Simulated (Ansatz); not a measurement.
```yaml
crystal:
  periodic: [false, false, false]
  atoms:
    - {symbol: C, position_ang: [-1.520157, -2.590995, 0.292277]}
    - {symbol: N, position_ang: [-1.377674, -1.175335, 0.562951]}
    - {symbol: C, position_ang: [-2.102258, -0.773021, 1.743218]}
    - {symbol: Hf, position_ang: [-0.288166, -0.079988, -0.756188]}
    - {symbol: Br, position_ang: [-1.195604, -0.332572, -3.140705]}
    - {symbol: N, position_ang: [-0.348407, 1.857908, -0.149484]}
    - {symbol: C, position_ang: [-1.627128, 2.535187, -0.211663]}
    - {symbol: C, position_ang: [0.705735, 2.729799, 0.307390]}
    - {symbol: N, position_ang: [1.640676, -0.705980, -0.634996]}
    - {symbol: C, position_ang: [2.246494, -1.723314, 0.188345]}
    - {symbol: C, position_ang: [2.595244, -0.094809, -1.536665]}
    - {symbol: H, position_ang: [-1.126322, -3.203214, 1.116375]}
    - {symbol: H, position_ang: [-2.570782, -2.872285, 0.136560]}
    - {symbol: H, position_ang: [-0.974836, -2.877048, -0.616171]}
    - {symbol: H, position_ang: [-3.177771, -0.982739, 1.649569]}
    - {symbol: H, position_ang: [-1.743626, -1.305861, 2.635821]}
    - {symbol: H, position_ang: [-1.979986, 0.297014, 1.923325]}
    - {symbol: H, position_ang: [-1.600188, 3.394167, -0.896320]}
    - {symbol: H, position_ang: [-1.940278, 2.902073, 0.776490]}
    - {symbol: H, position_ang: [-2.414362, 1.862048, -0.574443]}
    - {symbol: H, position_ang: [0.499283, 3.114947, 1.316543]}
    - {symbol: H, position_ang: [0.827307, 3.599945, -0.354163]}
    - {symbol: H, position_ang: [1.657688, 2.196020, 0.343714]}
    - {symbol: H, position_ang: [1.506265, -2.168646, 0.856284]}
    - {symbol: H, position_ang: [2.685803, -2.527860, -0.419261]}
    - {symbol: H, position_ang: [3.052674, -1.308869, 0.810891]}
    - {symbol: H, position_ang: [3.410545, 0.400163, -0.989545]}
    - {symbol: H, position_ang: [2.114953, 0.666069, -2.165006]}
    - {symbol: H, position_ang: [3.044868, -0.832794, -2.215186]}
basis:
  gaussian: {orbitals: def2-SVPD, final_grid: {core_spheres: 1, valence_spheres: 1, degree: 5}}
hamiltonian: {xc: {name: wB97M-V}}
scf: {lower_state_search: full}
output: {forces: true}
```

```sh
$ ansatz run in.yaml --threads 11 --pin off --events-out ev --progress --plain --max-ram 174080MiB --backend cuda --devices 0, --max-vram 75GiB
```

Shortened log:

```
Functional definition: wB97M-V
3467 factors; their error is unknown
1224 factors; integrals over basis functions are off by at most 2.3e-5 eV
mean field evaluation 1: about -82303.7673 eV, gradient 7.1e1 eV
mean field evaluation 2: about -82300.5832 eV, gradient 8.5e1 eV
mean field evaluation 4: about -82315.6366 eV, gradient 2.6e0 eV
mean field evaluation 8: about -82264.2579 eV, gradient 6.7e1 eV
mean field evaluation 16: about -82266.9326 eV, gradient 6.3e-3 eV
mean field -82266.93259800 eV, -3023.2540104468 hartree, gradient 7.5e-5 eV, S^2 0.000000; 3 other end points of the search recorded, 0 dependent functions left out
reference -82266.93288771 eV, -3023.2540210935 hartree; 61, 61 occupied and 339, 339 virtual orbitals, 3467 factors
Total energy: -82266.93288771 eV, -3023.2540210935 hartree
Atom 0 at    -1.520157    -2.590995     0.292277 Å, force     0.489818     4.921226     0.417073 eV/Å
Atom 1 at    -1.377674    -1.175335     0.562951 Å, force    -9.786421    -8.886120     8.312680 eV/Å
Atom 2 at    -2.102258    -0.773021     1.743218 Å, force     2.376876    -1.002512    -3.719695 eV/Å
Atom 3 at    -0.288166    -0.079988    -0.756188 Å, force     0.918876     1.511180    -6.312004 eV/Å
Atom 4 at    -1.195604    -0.332572    -3.140705 Å, force     0.290754    -0.291675     2.720711 eV/Å
Atom 5 at    -0.348407     1.857908    -0.149484 Å, force    -1.935864    10.505012     2.684518 eV/Å
Atom 6 at    -1.627128     2.535187    -0.211663 Å, force     2.017339    -3.242888     0.151429 eV/Å
Atom 7 at     0.705735     2.729799     0.307390 Å, force    -3.038967    -2.204851    -1.027984 eV/Å
Atom 8 at     1.640676    -0.705980    -0.634996 Å, force    12.203098    -3.571513    -0.449734 eV/Å
Atom 9 at     2.246494    -1.723314     0.188345 Å, force    -1.592584     1.789010    -2.053345 eV/Å
Atom 10 at     2.595244    -0.094809    -1.536665 Å, force    -1.381854    -1.125919     1.731702 eV/Å
Atom 11 at    -1.126322    -3.203214     1.116375 Å, force    -1.003115     1.235065    -1.191948 eV/Å
Atom 12 at    -2.570782    -2.872285     0.136560 Å, force     2.495375     0.807902     0.608634 eV/Å
Atom 13 at    -0.974836    -2.877048    -0.616171 Å, force    -0.734427     0.361098     1.336466 eV/Å
Atom 14 at    -3.177771    -0.982739     1.649569 Å, force     2.322535     0.243905     0.143193 eV/Å
Atom 15 at    -1.743626    -1.305861     2.635821 Å, force    -0.709172     1.149798    -2.146355 eV/Å
Atom 16 at    -1.979986     0.297014     1.923325 Å, force     0.020144    -2.190906    -0.562911 eV/Å
Atom 17 at    -1.600188     3.394167    -0.896320 Å, force     0.406834    -1.050368     0.906412 eV/Å
Atom 18 at    -1.940278     2.902073     0.776490 Å, force     1.005518    -1.094152    -1.928169 eV/Å
Atom 19 at    -2.414362     1.862048    -0.574443 Å, force     2.884077     2.032081     1.395603 eV/Å
Atom 20 at     0.499283     3.114947     1.316543 Å, force     0.320425    -1.416662    -2.570072 eV/Å
Atom 21 at     0.827307     3.599945    -0.354163 Å, force    -0.201417    -1.515213     1.181805 eV/Å
Atom 22 at     1.657688     2.196020     0.343714 Å, force    -1.873835     1.253714    -0.002781 eV/Å
Atom 23 at     1.506265    -2.168646     0.856284 Å, force     1.604424     1.510723    -1.684131 eV/Å
Atom 24 at     2.685803    -2.527860    -0.419261 Å, force    -1.215451     2.441664     1.608967 eV/Å
Atom 25 at     3.052674    -1.308869     0.810891 Å, force    -2.493369    -0.917684    -1.908966 eV/Å
Atom 26 at     3.410545     0.400163    -0.989545 Å, force    -3.095796    -1.934896    -1.535588 eV/Å
Atom 27 at     2.114953     0.666069    -2.165006 Å, force     1.080248    -1.591392     1.631802 eV/Å
Atom 28 at     3.044868    -0.832794    -2.215186 Å, force    -1.374069     2.274375     2.262688 eV/Å
Dipole moment:     0.211402     0.084670     0.750343 e Å
```

Problem. Something in this input is off. What?

Solution. The integration grid is far too coarse. Self-consistency was reached. The result belongs to that input, not to the molecule as meant.
